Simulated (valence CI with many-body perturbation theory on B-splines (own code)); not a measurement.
## Level structure of W LX

Level of theory: configuration interaction combined with many-body perturbation theory (CI+MBPT): five valence electrons over a frozen Dirac-Fock core [Ne], radial functions for each j: 9 s, 9 p, 8 d, 6 f, 3 g, 1 h, with the one-electron correlation potential Σ1, the two-electron term Σ2, the three-electron term Σ3, Breit, model QED; selected CI, second order for the rest (own B-spline code, finite nucleus).

No measured spectrum was set against this ion. As an estimate, large intervals hold to a few tenths of a per cent, small ones and those within an open d or f shell to about a per cent. Among the levels kept, up to 540 cm⁻¹ of a level comes from second order outside the variational space, and about a tenth of that is noise between levels of different J, which matters for small intervals.

Levels 1 to 45 of 52, with energies above the lowest level, (3s^2 3p1/2^2 3p3/2) J=3/2. "Leading %" is the weight of the configuration and term that name the level; weights of strongly mixed levels are sums over their largest components and can fall short. In the jj column 3d3/2^4 stands for four electrons in 3d with j = 3/2. Lifetimes count E1, E2, E3, M1 and M2 decay at the calculated energies, and are blank where another channel may lead or the interval is too uncertain; long ones can be off by a factor of two.

| No. | Configuration | Term | J | E (Ry) | Leading % | Second component | Lifetime | g | Leading jj |
| --- | --- | --- | --- | --- | --- | --- | --- | --- | --- |
| 1 | 3s²3p³ | ²P° | 3/2 | 0.000 | 48 | 27 % 3s²3p³ ²D° |  | 1.341 | 3s^2 3p1/2^2 3p3/2 (99 %) |
| 2 | 3s²3p²3d | ²D | 3/2 | 16.879 | 41 | 34 % 3s²3p²3d ⁴F | 80.1 ps | 0.777 | 3s^2 3p1/2^2 3d3/2 (99 %) |
| 3 | 3s²3p²3d | ²D | 5/2 | 23.816 | 33 | 20 % 3s²3p²3d ⁴D | 4.25 ps | 1.195 | 3s^2 3p1/2^2 3d5/2 (98 %) |
| 4 | 3s²3p³ | ⁴S° | 3/2 | 25.088 | 55 | 44 % 3s²3p³ ²D° | 2.60 ns | 1.453 | 3s^2 3p1/2 3p3/2^2 (99 %) |
| 5 | 3s²3p³ | ²D° | 5/2 | 25.955 | 99 |  | 7.73 ns | 1.186 | 3s^2 3p1/2 3p3/2^2 (99 %) |
| 6 | 3s²3p³ | ²P° | 1/2 | 27.084 | 99 |  | 4.38 ns | 0.647 | 3s^2 3p1/2 3p3/2^2 (99 %) |
| 7 | 3s3p⁴ | ⁴P | 5/2 | 37.907 | 66 | 27 % 3s3p⁴ ²D | 2.85 ps | 1.456 | 3s 3p1/2^2 3p3/2^2 (93 %) |
| 8 | 3s3p⁴ | ²P | 3/2 | 40.093 | 33 | 24 % 3s3p⁴ ²D | 1.09 ps | 1.146 | 3s 3p1/2^2 3p3/2^2 (68 %) |
| 9 | 3s3p⁴ | ²S | 1/2 | 40.236 | 54 | 24 % 3s3p⁴ ⁴P | 1.45 ps | 2.042 | 3s 3p1/2^2 3p3/2^2 (84 %) |
| 10 | 3s²3p²3d | ⁴F | 5/2 | 41.778 | 47 | 45 % 3s²3p²3d ²F | 116 ps | 0.956 | 3s^2 3p1/2 3p3/2 3d3/2 (98 %) |
| 11 | 3s²3p²3d | ⁴D | 1/2 | 42.020 | 80 | 13 % 3s²3p²3d ²P | 87.7 ps | 0.214 | 3s^2 3p1/2 3p3/2 3d3/2 (99 %) |
| 12 | 3s²3p²3d | ⁴F | 3/2 | 42.038 | 32 | 28 % 3s²3p²3d ⁴D | 3.54 ps | 0.902 | 3s^2 3p1/2 3p3/2 3d3/2 (92 %) |
| 13 | 3s²3p²3d | ²G | 7/2 | 42.683 | 52 | 26 % 3s²3p²3d ²F | 826 ps | 1.021 | 3s^2 3p1/2 3p3/2 3d3/2 (98 %) |
| 14 | 3s²3p²3d | ²D | 5/2 | 44.867 | 36 | 24 % 3s²3p²3d ²F | 317 fs | 1.157 | 3s^2 3p1/2 3p3/2 3d3/2 (93 %) |
| 15 | 3s²3p²3d | ²P | 1/2 | 45.617 | 38 | 31 % 3s²3p²3d ⁴P | 238 fs | 1.662 | 3s^2 3p1/2 3p3/2 3d3/2 (88 %) |
| 16 | 3s²3p²3d | ²D | 3/2 | 45.668 | 26 | 22 % 3s²3p²3d ⁴P | 168 fs | 1.216 | 3s^2 3p1/2 3p3/2 3d3/2 (76 %) |
| 17 | 3s²3p²3d | ⁴D | 7/2 | 47.771 | 47 | 37 % 3s²3p²3d ⁴F | 804 ps | 1.301 | 3s^2 3p1/2 3p3/2 3d5/2 (99 %) |
| 18 | 3s²3p²3d | ²P | 3/2 | 48.689 | 45 | 23 % 3s²3p²3d ⁴P | 4.90 ps | 1.332 | 3s^2 3p1/2 3p3/2 3d5/2 (97 %) |
| 19 | 3s²3p²3d | ²G | 9/2 | 48.722 | 62 | 37 % 3s²3p²3d ⁴F | 149 ns | 1.181 | 3s^2 3p1/2 3p3/2 3d5/2 (99 %) |
| 20 | 3s²3p²3d | ²F | 5/2 | 48.948 | 37 | 25 % 3s²3p²3d ²D | 5.82 ps | 1.116 | 3s^2 3p1/2 3p3/2 3d5/2 (97 %) |
| 21 | 3s²3p²3d | ²D | 5/2 | 50.438 | 41 | 35 % 3s²3p²3d ⁴P | 1.37 ps | 1.275 | 3s^2 3p1/2 3p3/2 3d5/2 (94 %) |
| 22 | 3s²3p²3d | ²F | 7/2 | 50.530 | 62 | 17 % 3s²3p²3d ⁴F | 2.09 ps | 1.122 | 3s^2 3p1/2 3p3/2 3d5/2 (97 %) |
| 23 | 3s²3p²3d | ²D | 3/2 | 51.167 | 60 | 22 % 3s²3p²3d ²P | 2.72 ps | 0.931 | 3s^2 3p1/2 3p3/2 3d5/2 (98 %) |
| 24 | 3s²3p²3d | ²P | 1/2 | 51.450 | 54 | 36 % 3s²3p²3d ²S | 1.92 ps | 1.225 | 3s^2 3p1/2 3p3/2 3d5/2 (96 %) |
| 25 | 3s²3p³ | ²P° | 3/2 | 52.307 | 51 | 28 % 3s²3p³ ²D° | 626 ps | 1.303 | 3s^2 3p3/2^3 (98 %) |
| 26 | 3s3p³3d | ⁴D° | 5/2 | 54.468 | 29 | 19 % 3s3p³3d ⁶D° | 23.5 ps | 1.257 | 3s 3p1/2^2 3p3/2 3d3/2 (96 %) |
| 27 | 3s3p³3d | ⁴D° | 3/2 | 54.626 | 27 | 23 % 3s3p³3d ⁶D° | 10.3 ps | 1.252 | 3s 3p1/2^2 3p3/2 3d3/2 (96 %) |
| 28 | 3s3p³3d | ⁴P° | 1/2 | 54.790 | 45 | 29 % 3s3p³3d ⁶D° | 24.0 ps | 2.369 | 3s 3p1/2^2 3p3/2 3d3/2 (97 %) |
| 29 | 3s3p³3d | ⁴F° | 7/2 | 55.249 | 23 | 17 % 3s3p³3d ²F° | 22.7 ps | 1.244 | 3s 3p1/2^2 3p3/2 3d3/2 (94 %) |
| 30 | 3s3p³3d | ²D° | 3/2 | 56.600 | 28 | 12 % 3s3p³3d ⁴F° | 1.48 ps | 1.004 | 3s 3p1/2^2 3p3/2 3d3/2 (83 %) |
| 31 | 3s3p³3d | ²F° | 5/2 | 57.416 | 21 | 20 % 3s3p³3d ⁴G° | 842 fs | 0.872 | 3s 3p1/2^2 3p3/2 3d3/2 (78 %) |
| 32 | 3s3p³3d | ⁴D° | 1/2 | 57.742 | 43 | 25 % 3s3p³3d ²P° | 721 fs | 0.554 | 3s 3p1/2^2 3p3/2 3d3/2 (87 %) |
| 33 | 3s²3p3d² | ⁴G° | 5/2 | 59.694 | 42 | 28 % 3s²3p3d² ²F° | 500 fs | 0.784 | 3s^2 3p1/2 3d3/2^2 (78 %) |
| 34 | 3s3p³3d | ⁴F° | 9/2 | 60.495 | 49 | 30 % 3s3p³3d ⁶D° | 26.6 ps | 1.345 | 3s 3p1/2^2 3p3/2 3d5/2 (98 %) |
| 35 | 3s3p³3d | ⁴D° | 5/2 | 61.729 | 30 | 20 % 3s3p³3d ⁴P° | 2.41 ps | 1.373 | 3s 3p1/2^2 3p3/2 3d5/2 (96 %) |
| 36 | 3s3p³3d | ⁴D° | 7/2 | 62.284 | 31 | 23 % 3s3p³3d ²F° | 2.86 ps | 1.260 | 3s 3p1/2^2 3p3/2 3d5/2 (90 %) |
| 37 | 3s3p³3d | ²D° | 3/2 | 62.392 | 18 | 16 % 3s3p³3d ⁴D° | 1.32 ps | 1.098 | 3s 3p1/2^2 3p3/2 3d5/2 (82 %) |
| 38 | 3s²3p3d² | ²P° | 1/2 | 62.794 | 38 | 36 % 3s²3p3d² ⁴D° | 254 fs | 0.633 | 3s^2 3p1/2 3d3/2^2 (87 %) |
| 39 | 3s²3p3d² | ⁴F° | 3/2 | 63.155 | 29 | 25 % 3s²3p3d² ²D° | 168 fs | 0.811 | 3s^2 3p1/2 3d3/2^2 (71 %) |
| 40 | 3s3p³3d | ²F° | 7/2 | 63.541 | 28 | 16 % 3s3p³3d ⁴D° | 825 fs | 1.175 | 3s 3p1/2^2 3p3/2 3d5/2 (88 %) |
| 41 | 3s3p⁴ | ⁴P | 3/2 | 63.793 | 70 | 16 % 3s3p⁴ ²D | 865 fs | 1.495 | 3s 3p1/2 3p3/2^3 (87 %) |
| 42 | 3s3p³3d | ²P° | 1/2 | 64.196 | 47 | 34 % 3s3p³3d ⁴D° | 2.70 ps | 0.665 | 3s 3p1/2^2 3p3/2 3d5/2 (96 %) |
| 43 | 3s3p³3d | ²F° | 5/2 | 64.570 | 20 | 17 % 3s3p³3d ²D° | 943 fs | 1.093 | 3s 3p1/2^2 3p3/2 3d5/2 (80 %) |
| 44 | 3s3p³3d | ²P° | 3/2 | 64.723 | 25 | 19 % 3s3p³3d ⁴D° | 847 fs | 1.354 | 3s 3p1/2^2 3p3/2 3d5/2 (84 %) |
| 45 | 3s3p⁴ | ²D | 5/2 | 65.135 | 63 | 24 % 3s3p⁴ ⁴P | 857 fs | 1.293 | 3s 3p1/2 3p3/2^3 (87 %) |

The ionisation energy to 3s²3p² ³P0 of the next ion comes out as 6104.3 eV (NIST: 6093 ± 5 eV (semi-empirical)). All 52 levels together are meant to be complete up to 68.464 Ry.
